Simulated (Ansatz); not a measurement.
Relaxation of Al₅As₄H₁₆⁻, a cluster cut from zinc blende AlAs (hydrogen-capped) with RKS PBE-D4/def2-SVP.

```sh
$ ansatz run in.yaml --threads 2 --pin off --events-out ev --progress --plain --max-ram 32768MiB --backend cuda --devices 0, --max-vram 18GiB
```

```yaml
crystal:
  periodic: [false, false, false]
  atoms:
    - {symbol: As, position_ang: [-1.594530, -1.600300, -0.511470]}
    - {symbol: As, position_ang: [2.493630, -2.484690, -0.013420]}
    - {symbol: As, position_ang: [-2.490090, 2.482890, -0.020660]}
    - {symbol: As, position_ang: [1.590990, 1.595290, -0.507970]}
    - {symbol: Al, position_ang: [-3.303180, 0.105440, -0.053030]}
    - {symbol: Al, position_ang: [0.117780, -3.297160, -0.035290]}
    - {symbol: Al, position_ang: [-0.006240, 0.002340, 0.466000]}
    - {symbol: Al, position_ang: [3.302450, -0.106560, -0.042600]}
    - {symbol: Al, position_ang: [-0.115850, 3.301050, -0.046000]}
    - {symbol: H, position_ang: [-1.691200, -1.714130, 1.030420]}
    - {symbol: H, position_ang: [1.614460, -1.617340, -0.951130]}
    - {symbol: H, position_ang: [3.121090, -3.106990, -1.265470]}
    - {symbol: H, position_ang: [-3.115360, 3.107680, -1.272240]}
    - {symbol: H, position_ang: [-1.615440, 1.611530, -0.960800]}
    - {symbol: H, position_ang: [1.690210, 1.701100, 1.035240]}
    - {symbol: H, position_ang: [-4.244660, 0.148970, -1.335630]}
    - {symbol: H, position_ang: [-3.960120, -0.138880, 1.363360]}
    - {symbol: H, position_ang: [0.167800, -4.247770, -1.309400]}
    - {symbol: H, position_ang: [-0.126730, -3.948760, 1.382690]}
    - {symbol: H, position_ang: [0.917850, -0.913430, 1.471680]}
    - {symbol: H, position_ang: [-0.926010, 0.914290, 1.476610]}
    - {symbol: H, position_ang: [3.963040, 0.151800, 1.368340]}
    - {symbol: H, position_ang: [4.245030, -0.150290, -1.322560]}
    - {symbol: H, position_ang: [0.120220, 3.953960, 1.371700]}
    - {symbol: H, position_ang: [-0.155140, 4.249970, -1.318400]}
basis:
  gaussian: {orbitals: def2-SVP}
total_charge: -1
hamiltonian: {xc: pbe, dispersion: d4}
scf: {lower_state_search: "off"}
output: {orbitals: {seedname: orbitals}}
relax: {f_tol: 0.03, max_steps: 70}
```

It took 95 s on 2 threads of AMD EPYC 7R13 on a shared host and a share (18 GiB) of an NVIDIA H100 80GB HBM3, peak host memory 0.98 GiB.

Positions (Å) and forces (eV/Å) at steps 1, 2, 3, 4, 5, 6, 7, 8, 9, 10, 11 of 25:

```xyz
25
step=1 energy=-276518.8315 eV
As   -1.595   -1.600   -0.511   -0.101   -0.106   -0.101
As    2.494   -2.485   -0.013    0.033   -0.001    0.058
As   -2.490    2.483   -0.021   -0.022    0.007    0.038
As    1.591    1.595   -0.508    0.100    0.109   -0.087
Al   -3.303    0.105   -0.053   -0.674    0.188   -0.037
Al    0.118   -3.297   -0.035    0.194   -0.677   -0.046
Al   -0.006    0.002    0.466    0.014   -0.022    1.171
Al    3.302   -0.107   -0.043    0.664   -0.186   -0.048
Al   -0.116    3.301   -0.046   -0.184    0.656   -0.024
H    -1.691   -1.714    1.030   -0.160   -0.132    0.005
H     1.614   -1.617   -0.951   -0.076    0.078   -0.254
H     3.121   -3.107   -1.265    0.127   -0.131   -0.169
H    -3.115    3.108   -1.272   -0.132    0.133   -0.178
H    -1.615    1.612   -0.961    0.069   -0.069   -0.242
H     1.690    1.701    1.035    0.146    0.142   -0.010
H    -4.245    0.149   -1.336   -0.181   -0.012   -0.258
H    -3.960   -0.139    1.363   -0.075   -0.202    0.317
H     0.168   -4.248   -1.309   -0.014   -0.196   -0.272
H    -0.127   -3.949    1.383   -0.202   -0.071    0.330
H     0.918   -0.913    1.472    0.077   -0.091   -0.147
H    -0.926    0.914    1.477   -0.085    0.088   -0.150
H     3.963    0.152    1.368    0.074    0.195    0.337
H     4.245   -0.150   -1.323    0.193    0.012   -0.278
H     0.120    3.954    1.372    0.208    0.079    0.345
H    -0.155    4.250   -1.318    0.006    0.209   -0.301
25
step=2 energy=-276519.4720 eV
As   -1.600   -1.606   -0.440    0.134    0.127    0.272
As    2.486   -2.473   -0.084   -0.174    0.164   -0.178
As   -2.483    2.475   -0.095    0.177   -0.173   -0.183
As    1.595    1.602   -0.437   -0.129   -0.135    0.276
Al   -3.432    0.097   -0.064   -0.159   -0.038   -0.062
Al    0.112   -3.428   -0.049   -0.042   -0.166   -0.056
Al   -0.003   -0.002    0.660   -0.006    0.000    0.391
Al    3.433   -0.097   -0.056    0.163    0.052   -0.067
Al   -0.108    3.433   -0.057    0.036    0.156   -0.052
H    -1.760   -1.772    1.090   -0.138   -0.123   -0.021
H     1.614   -1.614   -1.049    0.047   -0.043   -0.074
H     3.142   -3.128   -1.315    0.060   -0.058   -0.034
H    -3.138    3.130   -1.327   -0.059    0.057   -0.035
H    -1.615    1.610   -1.059   -0.049    0.049   -0.070
H     1.753    1.763    1.095    0.132    0.129   -0.021
H    -4.342    0.136   -1.385   -0.120   -0.005   -0.042
H    -4.015   -0.210    1.394   -0.073   -0.017    0.027
H     0.155   -4.349   -1.361   -0.002   -0.123   -0.048
H    -0.196   -4.002    1.413   -0.015   -0.071    0.026
H     0.981   -0.983    1.533   -0.055    0.054   -0.001
H    -0.987    0.977    1.534    0.056   -0.054   -0.004
H     4.016    0.219    1.400    0.072    0.014    0.031
H     4.345   -0.136   -1.375    0.123    0.005   -0.048
H     0.193    4.009    1.404    0.019    0.074    0.029
H    -0.145    4.350   -1.372    0.002    0.127   -0.055
25
step=3 energy=-276519.8429 eV
As   -1.580   -1.587   -0.306    0.047    0.052    0.368
As    2.428   -2.415   -0.192   -0.162    0.166   -0.263
As   -2.423    2.416   -0.202    0.159   -0.161   -0.265
As    1.575    1.580   -0.300   -0.052   -0.046    0.366
Al   -3.513    0.077   -0.100    0.070   -0.105   -0.001
Al    0.092   -3.512   -0.084   -0.103    0.072    0.000
Al   -0.007    0.000    0.855    0.009   -0.012    0.233
Al    3.516   -0.075   -0.094   -0.078    0.108    0.004
Al   -0.088    3.515   -0.092    0.108   -0.071   -0.002
H    -1.859   -1.863    1.195   -0.049   -0.047   -0.161
H     1.585   -1.584   -1.197    0.085   -0.080   -0.088
H     3.145   -3.129   -1.365   -0.035    0.030    0.060
H    -3.138    3.130   -1.375    0.032   -0.030    0.058
H    -1.584    1.580   -1.206   -0.080    0.081   -0.090
H     1.849    1.856    1.201    0.049    0.046   -0.160
H    -4.438    0.122   -1.415   -0.053   -0.025   -0.015
H    -4.087   -0.219    1.370   -0.087    0.049   -0.037
H     0.142   -4.447   -1.391   -0.027   -0.054   -0.015
H    -0.203   -4.076    1.390    0.051   -0.087   -0.039
H     0.987   -0.990    1.679   -0.018    0.016    0.080
H    -1.000    0.989    1.680    0.019   -0.019    0.074
H     4.088    0.226    1.376    0.088   -0.051   -0.039
H     4.442   -0.121   -1.408    0.053    0.028   -0.016
H     0.203    4.082    1.382   -0.050    0.088   -0.038
H    -0.132    4.446   -1.402    0.025    0.053   -0.014
25
step=4 energy=-276520.1464 eV
As   -1.549   -1.554   -0.202   -0.017   -0.030    0.311
As    2.350   -2.336   -0.294   -0.131    0.113   -0.363
As   -2.347    2.340   -0.308    0.131   -0.125   -0.352
As    1.541    1.549   -0.197    0.036    0.015    0.311
Al   -3.535    0.047   -0.112    0.110   -0.028   -0.009
Al    0.062   -3.533   -0.097   -0.033    0.107   -0.010
Al   -0.001   -0.007    1.030   -0.023    0.018    0.186
Al    3.536   -0.042   -0.106   -0.104    0.035   -0.013
Al   -0.059    3.537   -0.105    0.026   -0.109   -0.006
H    -1.918   -1.921    1.255   -0.027   -0.024   -0.125
H     1.571   -1.567   -1.385    0.066   -0.062   -0.088
H     3.127   -3.116   -1.386   -0.043    0.049    0.142
H    -3.124    3.118   -1.400    0.045   -0.048    0.143
H    -1.568    1.566   -1.396   -0.063    0.063   -0.092
H     1.907    1.913    1.261    0.023    0.028   -0.123
H    -4.468    0.092   -1.424   -0.018   -0.058   -0.021
H    -4.146   -0.201    1.353   -0.063    0.061   -0.031
H     0.111   -4.476   -1.400   -0.054   -0.017   -0.021
H    -0.186   -4.133    1.373    0.060   -0.063   -0.030
H     0.997   -1.001    1.825   -0.012    0.013    0.146
H    -1.001    0.989    1.821    0.014   -0.013    0.150
H     4.146    0.209    1.359    0.061   -0.060   -0.032
H     4.471   -0.088   -1.416    0.017    0.057   -0.021
H     0.185    4.141    1.363   -0.060    0.064   -0.032
H    -0.102    4.476   -1.412    0.057    0.015   -0.020
25
step=5 energy=-276520.4512 eV
As   -1.525   -1.533   -0.095   -0.072   -0.051    0.228
As    2.278   -2.267   -0.411   -0.032    0.050   -0.357
As   -2.271    2.266   -0.420    0.029   -0.036   -0.370
As    1.521    1.525   -0.090    0.047    0.079    0.226
Al   -3.530    0.026   -0.127    0.080    0.028   -0.009
Al    0.042   -3.532   -0.112    0.032    0.082   -0.007
Al   -0.010    0.002    1.186    0.021   -0.021    0.225
Al    3.533   -0.024   -0.122   -0.083   -0.036    0.005
Al   -0.036    3.530   -0.118   -0.026   -0.080   -0.013
H    -1.970   -1.971    1.317   -0.001   -0.007   -0.094
H     1.564   -1.558   -1.580    0.092   -0.093   -0.118
H     3.146   -3.128   -1.375   -0.158    0.148    0.196
H    -3.138    3.129   -1.383    0.154   -0.151    0.199
H    -1.560    1.557   -1.591   -0.091    0.093   -0.115
H     1.956    1.966    1.324    0.010   -0.001   -0.094
H    -4.468    0.051   -1.437    0.010   -0.080   -0.034
H    -4.180   -0.167    1.330   -0.029    0.074   -0.029
H     0.073   -4.479   -1.414   -0.083    0.010   -0.034
H    -0.151   -4.171    1.351    0.075   -0.032   -0.028
H     0.987   -0.991    1.971    0.015   -0.017    0.181
H    -1.006    0.995    1.973   -0.014    0.014    0.171
H     4.182    0.173    1.335    0.032   -0.074   -0.031
H     4.473   -0.049   -1.431   -0.014    0.083   -0.035
H     0.152    4.176    1.342   -0.074    0.029   -0.028
H    -0.061    4.475   -1.424    0.081   -0.011   -0.035
25
step=6 energy=-276520.7316 eV
As   -1.505   -1.508    0.000   -0.037   -0.069    0.195
As    2.210   -2.195   -0.503    0.047   -0.081   -0.486
As   -2.206    2.200   -0.517   -0.055    0.068   -0.471
As    1.495    1.506    0.005    0.081    0.026    0.197
Al   -3.517    0.016   -0.146    0.061    0.021    0.003
Al    0.031   -3.514   -0.128    0.016    0.056   -0.008
Al    0.002   -0.010    1.347   -0.035    0.032    0.127
Al    3.515   -0.009   -0.134   -0.049   -0.016   -0.022
Al   -0.028    3.518   -0.139   -0.027   -0.061    0.012
H    -2.001   -2.006    1.369   -0.021   -0.012   -0.045
H     1.581   -1.578   -1.773    0.092   -0.083    0.013
H     3.133   -3.126   -1.348   -0.174    0.187    0.244
H    -3.133    3.127   -1.362    0.184   -0.188    0.240
H    -1.578    1.578   -1.784   -0.091    0.089    0.008
H     1.994    1.995    1.377    0.007    0.027   -0.043
H    -4.453   -0.002   -1.459    0.036   -0.088   -0.027
H    -4.198   -0.116    1.308   -0.003    0.092   -0.048
H     0.017   -4.459   -1.435   -0.082    0.035   -0.028
H    -0.100   -4.187    1.329    0.089    0.000   -0.044
H     0.996   -1.001    2.133    0.035   -0.032    0.157
H    -0.995    0.984    2.124   -0.033    0.033    0.172
H     4.200    0.124    1.317   -0.004   -0.089   -0.044
H     4.450    0.009   -1.449   -0.034    0.087   -0.025
H     0.099    4.194    1.318   -0.091    0.004   -0.048
H    -0.008    4.460   -1.448    0.087   -0.037   -0.030
25
step=7 energy=-276521.0105 eV
As   -1.491   -1.505    0.147   -0.069    0.016    0.133
As    2.169   -2.164   -0.636    0.115   -0.034   -0.372
As   -2.165    2.162   -0.643   -0.080    0.049   -0.383
As    1.497    1.489    0.154   -0.046    0.096    0.132
Al   -3.478    0.015   -0.171   -0.019   -0.030    0.017
Al    0.032   -3.490   -0.160   -0.028    0.001    0.049
Al   -0.022    0.013    1.531    0.078   -0.066    0.080
Al    3.490   -0.018   -0.177   -0.009    0.024    0.089
Al   -0.022    3.477   -0.158    0.039    0.017    0.002
H    -2.073   -2.066    1.456    0.032    0.005   -0.056
H     1.610   -1.596   -1.963    0.133   -0.157    0.082
H     3.166   -3.140   -1.330   -0.263    0.232    0.144
H    -3.153    3.141   -1.343    0.238   -0.228    0.161
H    -1.603    1.600   -1.971   -0.128    0.137    0.093
H     2.047    2.074    1.466    0.009   -0.047   -0.061
H    -4.402   -0.087   -1.494    0.065   -0.085    0.001
H    -4.199   -0.021    1.274    0.031    0.100   -0.088
H    -0.061   -4.423   -1.478   -0.092    0.068    0.003
H    -0.006   -4.194    1.293    0.108    0.018   -0.095
H     0.980   -0.982    2.302    0.027   -0.035    0.148
H    -1.017    1.005    2.316   -0.035    0.037    0.102
H     4.201    0.025    1.273   -0.009   -0.108   -0.094
H     4.417    0.087   -1.498   -0.081    0.083    0.001
H     0.007    4.196    1.289   -0.102   -0.035   -0.087
H     0.078    4.404   -1.478    0.087   -0.059    0.000
25
step=8 energy=-276521.2608 eV
As   -1.470   -1.480    0.291   -0.051   -0.008    0.129
As    2.129   -2.123   -0.730    0.057   -0.015   -0.282
As   -2.123    2.119   -0.740   -0.043    0.024   -0.280
As    1.474    1.471    0.297   -0.007    0.067    0.128
Al   -3.442   -0.003   -0.200   -0.031   -0.055    0.017
Al    0.013   -3.449   -0.188   -0.050   -0.029    0.041
Al   -0.015    0.009    1.712    0.046   -0.038    0.111
Al    3.449    0.002   -0.199    0.019    0.045    0.061
Al   -0.007    3.442   -0.187    0.057    0.031    0.011
H    -2.097   -2.094    1.554    0.023    0.007   -0.055
H     1.608   -1.600   -2.086    0.102   -0.114    0.069
H     3.137   -3.118   -1.356   -0.167    0.153    0.069
H    -3.128    3.116   -1.366    0.152   -0.145    0.075
H    -1.603    1.602   -2.098   -0.097    0.103    0.078
H     2.080    2.099    1.562    0.000   -0.031   -0.058
H    -4.305   -0.246   -1.548    0.072   -0.036    0.035
H    -4.222    0.094    1.212    0.033    0.077   -0.094
H    -0.223   -4.323   -1.530   -0.041    0.075    0.033
H     0.114   -4.218    1.230    0.076    0.029   -0.098
H     0.983   -0.983    2.502    0.006   -0.011    0.080
H    -1.012    1.003    2.500   -0.015    0.016    0.056
H     4.224   -0.094    1.216   -0.022   -0.076   -0.098
H     4.314    0.245   -1.546   -0.080    0.037    0.034
H    -0.113    4.218    1.227   -0.075   -0.037   -0.096
H     0.235    4.312   -1.531    0.038   -0.068    0.034
25
step=9 energy=-276521.4393 eV
As   -1.449   -1.460    0.453   -0.080   -0.066    0.079
As    2.088   -2.082   -0.848   -0.043    0.061   -0.103
As   -2.091    2.084   -0.852    0.088   -0.072   -0.108
As    1.453    1.455    0.456    0.064    0.070    0.086
Al   -3.392   -0.026   -0.214   -0.119    0.102    0.016
Al   -0.006   -3.403   -0.195    0.079   -0.093   -0.014
Al   -0.007    0.004    1.906    0.001    0.000    0.120
Al    3.398    0.021   -0.203    0.098   -0.080   -0.001
Al    0.011    3.394   -0.204   -0.094    0.111    0.012
H    -2.140   -2.145    1.644    0.043    0.046   -0.057
H     1.627   -1.622   -2.239    0.019   -0.026    0.046
H     3.104   -3.088   -1.407   -0.026    0.020    0.049
H    -3.101    3.093   -1.416    0.018   -0.023    0.050
H    -1.622    1.623   -2.240   -0.023    0.023    0.027
H     2.135    2.142    1.651   -0.043   -0.042   -0.061
H    -4.201   -0.344   -1.585    0.077   -0.083    0.098
H    -4.239    0.240    1.149    0.099   -0.014   -0.172
H    -0.322   -4.215   -1.564   -0.075    0.071    0.108
H     0.253   -4.240    1.174    0.003    0.095   -0.172
H     0.993   -0.995    2.689   -0.029    0.031    0.069
H    -1.018    1.010    2.666    0.032   -0.032    0.068
H     4.246   -0.233    1.161   -0.099   -0.003   -0.171
H     4.204    0.344   -1.574   -0.073    0.073    0.101
H    -0.258    4.231    1.164    0.008   -0.091   -0.167
H     0.332    4.211   -1.569    0.076   -0.077    0.097
25
step=10 energy=-276521.5310 eV
As   -1.443   -1.446    0.528    0.036    0.052    0.120
As    2.049   -2.040   -0.913   -0.018    0.013   -0.100
As   -2.027    2.029   -0.930   -0.092    0.028   -0.085
As    1.441    1.442    0.534   -0.067    0.011    0.111
Al   -3.360   -0.018   -0.245   -0.109   -0.310    0.072
Al   -0.011   -3.360   -0.242   -0.239   -0.145    0.148
Al   -0.014    0.009    2.029    0.028   -0.030    0.010
Al    3.360    0.026   -0.248    0.139    0.231    0.153
Al    0.011    3.362   -0.229    0.293    0.105    0.065
H    -2.154   -2.148    1.695    0.018   -0.002   -0.073
H     1.615   -1.615   -2.318    0.031   -0.025   -0.064
H     3.080   -3.065   -1.392    0.011   -0.014   -0.044
H    -3.067    3.054   -1.395    0.006    0.009   -0.037
H    -1.610    1.612   -2.343   -0.014    0.022   -0.027
H     2.141    2.159    1.699    0.004   -0.029   -0.070
H    -4.141   -0.530   -1.582    0.122    0.114    0.135
H    -4.232    0.281    1.094    0.088    0.074   -0.181
H    -0.501   -4.169   -1.569    0.086    0.141    0.115
H     0.313   -4.215    1.103    0.040    0.077   -0.175
H     0.981   -0.977    2.835   -0.018    0.009    0.032
H    -1.010    1.002    2.826    0.011   -0.010    0.008
H     4.221   -0.293    1.095   -0.074   -0.040   -0.183
H     4.156    0.521   -1.580   -0.132   -0.082    0.116
H    -0.305    4.228    1.109   -0.061   -0.089   -0.172
H     0.509    4.150   -1.566   -0.089   -0.109    0.124
25
step=11 energy=-276521.6623 eV
As   -1.404   -1.410    0.661   -0.018   -0.017    0.073
As    1.993   -1.985   -1.024    0.012   -0.016   -0.078
As   -1.986    1.984   -1.028   -0.049    0.022   -0.080
As    1.403    1.405    0.666    0.011    0.036    0.068
Al   -3.295   -0.053   -0.255   -0.069   -0.123    0.040
Al   -0.037   -3.300   -0.241   -0.102   -0.071    0.055
Al   -0.010    0.005    2.213    0.006   -0.003    0.058
Al    3.298    0.053   -0.248    0.075    0.096    0.065
Al    0.042    3.298   -0.241    0.116    0.067    0.034
H    -2.172   -2.174    1.748    0.011    0.008   -0.052
H     1.573   -1.571   -2.436    0.005   -0.006   -0.012
H     3.027   -3.014   -1.494   -0.016    0.016    0.000
H    -3.023    3.014   -1.494    0.027   -0.022    0.005
H    -1.571    1.573   -2.443   -0.001    0.006   -0.002
H     2.165    2.176    1.753   -0.005   -0.017   -0.049
H    -4.020   -0.631   -1.586    0.063    0.036    0.078
H    -4.208    0.366    1.015    0.040    0.039   -0.109
H    -0.607   -4.047   -1.562    0.028    0.067    0.072
H     0.398   -4.196    1.037    0.031    0.037   -0.107
H     0.976   -0.976    3.035   -0.011    0.007    0.009
H    -1.004    0.997    3.011    0.009   -0.011    0.003
H     4.200   -0.378    1.026   -0.037   -0.028   -0.111
H     4.034    0.628   -1.573   -0.065   -0.026    0.070
H    -0.389    4.204    1.030   -0.035   -0.041   -0.105
H     0.615    4.031   -1.569   -0.026   -0.058    0.074
```
